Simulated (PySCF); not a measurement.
C2H5S, SMILES CC[S], multiplicity 2. The structure is a stationary point at PBE0-D3(BJ)/def2-TZVP. The isomer is the one that the SMILES or the coordinates give; other isomers of the formula were not compared.

Task: Give the equilibrium geometry at PBE0-D3(BJ)/def2-TZVP (PySCF confirms it by a frequency run) as a Z-matrix, and its point group. (The exact figures need the calculation; the answer reports its results.)

Result: point group Cs.
```
C
H 1 1.0967
H 1 1.0967 2 104.87
C 1 1.5151 2 111.68 3 121.12
H 4 1.0913 1 110.85 2 61.62
H 4 1.0913 5 107.80 1 -121.49
H 4 1.0939 5 108.29 6 -116.96
S 1 1.7877 2 106.17 3 -112.15
```
Charge 0, spin multiplicity 2.
